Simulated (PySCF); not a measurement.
## Spinor energies of Ga³⁺ (gallium, charge +3)

Start: [Ar] 3d10. Calculated with PySCF 2.14 in x2c-TZVPall-2c (6s7p4d1f, 54 functions): generalised Hartree-Fock with the X2C-1e Hamiltonian and a Gaussian nucleus; one run each with spin-orbit coupling (SO) switched off, then screened by Boettger's factors.

```json
{"spinor shell": "1s1/2", "electrons": "2", "ε, spin-free (eV)": "-10475.2", "ε, screened SO (eV)": "-10475.0", "weight of nominal j (screened SO)": "1.000", "rms radius, screened SO (bohr)": "0.0560"}
{"spinor shell": "2s1/2", "electrons": "2", "ε, spin-free (eV)": "-1374.3", "ε, screened SO (eV)": "-1374.3", "weight of nominal j (screened SO)": "1.000", "rms radius, screened SO (bohr)": "0.235"}
{"spinor shell": "2p1/2", "electrons": "2", "ε, spin-free (eV)": "-1196.3", "ε, screened SO (eV)": "-1215.3", "weight of nominal j (screened SO)": "1.000", "rms radius, screened SO (bohr)": "0.209"}
{"spinor shell": "2p3/2", "electrons": "4", "ε, spin-free (eV)": "-1196.3", "ε, screened SO (eV)": "-1187.1", "weight of nominal j (screened SO)": "1.000", "rms radius, screened SO (bohr)": "0.212"}
{"spinor shell": "3s1/2", "electrons": "2", "ε, spin-free (eV)": "-212.08", "ε, screened SO (eV)": "-212.08", "weight of nominal j (screened SO)": "1.000", "rms radius, screened SO (bohr)": "0.699"}
{"spinor shell": "3p1/2", "electrons": "2", "ε, spin-free (eV)": "-156.41", "ε, screened SO (eV)": "-159.05", "weight of nominal j (screened SO)": "1.000", "rms radius, screened SO (bohr)": "0.729"}
{"spinor shell": "3p3/2", "electrons": "4", "ε, spin-free (eV)": "-156.41", "ε, screened SO (eV)": "-155.14", "weight of nominal j (screened SO)": "1.000", "rms radius, screened SO (bohr)": "0.739"}
{"spinor shell": "3d3/2", "electrons": "4", "ε, spin-free (eV)": "-65.009", "ε, screened SO (eV)": "-65.315", "weight of nominal j (screened SO)": "1.000", "rms radius, screened SO (bohr)": "0.871"}
```

**Question.** Where does 3d5/2 lie, and what is the 3d spin-orbit splitting (screened SO)?

**Answer.** At -64.803 eV, 0.511 eV above 3d3/2.

```json
{"quantity": "E (hartree)", "spin-free": "-1940.15564", "screened SO": "-1940.21868"}
{"quantity": "M_J", "spin-free": "0", "screened SO": "0"}
{"quantity": "⟨J²⟩", "spin-free": "0.000", "screened SO": "0.000"}
{"quantity": "⟨L²⟩", "spin-free": "0.000", "screened SO": "0.002"}
{"quantity": "⟨S²⟩", "spin-free": "0.000", "screened SO": "0.002"}
```

Without spin-orbit coupling the j labels of p, d and f shells carry no meaning; the spin-free column gives the mean over the occupied spinors of each nl shell.
